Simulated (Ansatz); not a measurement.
Coupled-cluster run, `CC[Si]1(F)C=N1`.

```yaml
crystal:
  periodic: [false, false, false]
  atoms:
    - {symbol: C, position_ang: [1.191223, 0.155887, -1.040349]}
    - {symbol: C, position_ang: [0.824851, -0.723123, 0.151476]}
    - {symbol: Si, position_ang: [-0.782598, -0.254443, 0.934486]}
    - {symbol: F, position_ang: [-1.062484, -1.205139, 2.181311]}
    - {symbol: C, position_ang: [-2.064589, 0.743666, 0.264003]}
    - {symbol: N, position_ang: [-1.304578, 1.418454, 1.063339]}
    - {symbol: H, position_ang: [1.256867, 1.207341, -0.754098]}
    - {symbol: H, position_ang: [2.155737, -0.138412, -1.459119]}
    - {symbol: H, position_ang: [0.446477, 0.080160, -1.835682]}
    - {symbol: H, position_ang: [1.592000, -0.666072, 0.931912]}
    - {symbol: H, position_ang: [0.771592, -1.778300, -0.135530]}
    - {symbol: H, position_ang: [-2.947397, 1.104882, -0.267851]}
basis:
  gaussian: {orbitals: def2-SVP}
correlation: {method: ccsd_t}
```

```sh
$ ansatz run in.yaml --threads 4 --pin off --events-out ev --progress --plain --max-ram 10444MiB
```

The program prints (abridged):

```
Functional definition: HF
1182 factors; integrals over basis functions are off by at most 1.5e-3 eV
mean field evaluation 1: about -15224.5108 eV, gradient 3.9e1 eV
mean field evaluation 2: about -15224.5156 eV, gradient 3.9e1 eV
mean field evaluation 4: about -15228.1079 eV, gradient 4.5e0 eV
mean field evaluation 8: about -15228.1746 eV, gradient 3.4e-1 eV
mean field evaluation 16: about -15228.1025 eV, gradient 4.5e0 eV
mean field -15228.17570350 eV, -559.6251350755 hartree, gradient 1.4e-6 eV, S^2 0.000000; 0 other end points of the search recorded, 0 dependent functions left out
10 core orbitals not correlated: weight in the atoms' cores, before any rotation towards them, 1.000 or more for the frozen orbitals, at most 0.000 for the correlated occupied ones
reference -15228.17570350 eV, -559.6251350755 hartree; 17, 17 occupied and 91, 91 virtual orbitals, 1182 factors
second order -23.00037624 eV of doubles, -0.00000000 eV of singles
cycle   1  -23.51083210 eV  change   -5.1e-1 eV  update   1.1e-1
cycle   2  -24.11333043 eV  change   -6.0e-1 eV  update   3.4e-2
cycle   3  -24.26317909 eV  change   -1.5e-1 eV  update   1.7e-2
cycle   4  -24.25989306 eV  change    3.3e-3 eV  update   4.4e-3
cycle   5  -24.25969015 eV  change    2.0e-4 eV  update   2.0e-3
cycle   6  -24.26005658 eV  change   -3.7e-4 eV  update   6.3e-4
cycle   7  -24.25979280 eV  change    2.6e-4 eV  update   2.7e-4
cycle   8  -24.25974606 eV  change    4.7e-5 eV  update   1.0e-4
cycle   9  -24.25975721 eV  change   -1.1e-5 eV  update   4.4e-5
cycle  10  -24.25974037 eV  change    1.7e-5 eV  update   1.9e-5
perturbative correction -0.76776526 eV, -0.0282148531 hartree
Total energy: -15253.20320914 eV, -560.5448789433 hartree
```

It took 5.5 s on 4 threads of an Intel Xeon Platinum 8375C on a shared host, with 0.69 GiB of host memory at the peak.

The correlation energy is -25.028 eV, 3.1 % of it from (T); the T1 diagnostic reads 0.0124.
